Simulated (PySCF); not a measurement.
# Frontier levels across methods

C2H10Si2.
Structure used (PBE0-D3(BJ)/def2-SVP), in Å, numbered top down from 1:
```
atom  x, y, z in Å
C1    -2.344    0.449    0.451
Si2   -0.785   -0.419   -0.162
Si3    1.162    0.779    0.368
C4     2.706   -0.050   -0.331
H5    -2.430    1.451    0.003
H6    -2.324    0.563    1.545
H7    -3.242   -0.127    0.180
H8    -0.691   -1.792    0.436
H9    -0.851   -0.596   -1.651
H10    1.274    0.895    1.860
H11    1.041    2.173   -0.172
H12    2.821   -1.068    0.071
H13    2.647   -0.118   -1.428
H14    3.608    0.525   -0.072
```

Basis pcSseg-2 throughout (PySCF), one geometry. Geometry: PBE0-D3(BJ)/def2-SVP, one conformer, isolated molecule.

Problem. How do the orbital energies, the gap and the dipole change with the method?

Solution. 
```
   method                    kind  HOMO (eV)  LUMO (eV)  gap (eV)  μ (D)  SCF cycles
     BLYP                     GGA      -6.49      -0.76      5.72   0.04          13
    B97-D                     GGA      -6.59      -0.73      5.87   0.04          13
     OPBE                     GGA      -6.60      -0.72      5.88   0.04          13
      PBE                     GGA      -6.61      -0.87      5.74   0.04          14
      LDA                     LDA      -6.67      -1.03      5.64   0.04          13
      KT2                     GGA      -6.68      -0.97      5.72   0.04          14
     BP86                     GGA      -6.70      -0.84      5.87   0.04          13
      KT3                     GGA      -6.71      -0.95      5.77   0.04          13
    B97-2           global hybrid      -7.50      -0.09      7.41   0.04          11
    B3LYP           global hybrid      -7.54      -0.33      7.21   0.04          10
     PBE0           global hybrid      -7.72      -0.12      7.60   0.04          10
 mPW1PW91           global hybrid      -7.76      -0.12      7.64   0.04          11
BHandHLYP           global hybrid      -8.76       0.57      9.33   0.03          10
CAM-B3LYP  range-separated hybrid      -9.01       0.73      9.74   0.03          11
  wB97X-D  range-separated hybrid      -9.53       1.57     11.10   0.04          11
  LC-wPBE  range-separated hybrid     -10.31       1.84     12.15   0.04          12
       HF            Hartree–Fock     -10.38       2.36     12.74   0.03           9
```

The HOMO spans 3.89 eV, from BLYP down to HF, and the gap runs from 5.64 eV (LDA) to 12.74 eV (HF). Over the methods BLYP (0 %), B97-D (0 %), OPBE (0 %), PBE (0 %), LDA (0 %), KT2 (0 %), BP86 (0 %), KT3 (0 %), B97-2 (21 %), B3LYP (20 %), PBE0 (25 %), mPW1PW91 (25 %), BHandHLYP (50 %), HF (100 %), a straight line through the gap against the share of exact exchange rises by 0.70 eV for each 10 % (correlation coefficient 0.999). The dipole ranges from 0.03 D (HF) to 0.04 D (OPBE). This basis has no diffuse functions.
